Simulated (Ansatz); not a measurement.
These are Ansatz (a program for electronic structure) with frozen-core CCSD(T)/def2-TZVPP // B3LYP-D3(BJ)/def2-TZVP values and carry that method's errors.

Ansatz 0.2 input:
```yaml
crystal:
  periodic: [false, false, false]
  atoms:
    - { symbol: C, position_ang: [1.350788, -0.435439, 0.379332] }
    - { symbol: C, position_ang: [0.356181, 0.506455, -0.313154] }
    - { symbol: Si, position_ang: [-1.419755, -0.023963, -0.078388] }
    - { symbol: Cl, position_ang: [-2.688119, 1.303078, -1.045203] }
    - { symbol: H, position_ang: [1.274322, -1.453591, -0.008131] }
    - { symbol: H, position_ang: [2.379318, -0.103707, 0.227044] }
    - { symbol: H, position_ang: [1.177012, -0.479484, 1.456581] }
    - { symbol: H, position_ang: [0.46183, 1.525812, 0.068319] }
    - { symbol: H, position_ang: [0.558487, 0.558257, -1.386541] }
    - { symbol: H, position_ang: [-1.658379, -1.365916, -0.653173] }
    - { symbol: H, position_ang: [-1.791684, -0.0315, 1.353315] }
basis:
  gaussian: { orbitals: def2-TZVPP }
correlation:
  method: ccsd_t
```

Output:

```
Functional definition: HF
1395 factors; integrals over basis functions are off by at most 9.1e-4 eV
mean field evaluation 1: about -22537.8867 eV, gradient 3.1e1 eV
mean field evaluation 2: about -22538.0891 eV, gradient 3.1e1 eV
mean field evaluation 4: about -22540.7502 eV, gradient 3.2e0 eV
mean field evaluation 8: about -22540.7916 eV, gradient 1.7e-1 eV
mean field evaluation 16: about -22540.0969 eV, gradient 1.3e1 eV
mean field -22540.79166163 eV, -828.3588148674 hartree, gradient 2.0e-6 eV, S^2 0.000000; 0 other end points of the search recorded, 0 dependent functions left out
12 core orbitals not correlated
reference -22540.79166163 eV, -828.3588148674 hartree; 13, 13 occupied and 219, 219 virtual orbitals, 1395 factors
second order -18.23032980 eV of doubles, -0.00000000 eV of singles
cycle   1  -19.27298700 eV  change    -1.0e0 eV  update   8.2e-2
cycle   2  -19.74178518 eV  change   -4.7e-1 eV  update   2.4e-2
cycle   3  -19.79751255 eV  change   -5.6e-2 eV  update   8.5e-3
cycle   4  -19.79347081 eV  change    4.0e-3 eV  update   2.1e-3
cycle   5  -19.79311636 eV  change    3.5e-4 eV  update   7.1e-4
cycle   6  -19.79310827 eV  change    8.1e-6 eV  update   1.9e-4
cycle   7  -19.79307557 eV  change    3.3e-5 eV  update   5.5e-5
cycle   8  -19.79308081 eV  change   -5.2e-6 eV  update   1.9e-5
perturbative correction -0.76022159 eV, -0.0279376282 hartree
Total energy: -22561.34496403 eV, -829.1141347991 hartree
```

Cost: very roughly 100 core-seconds.
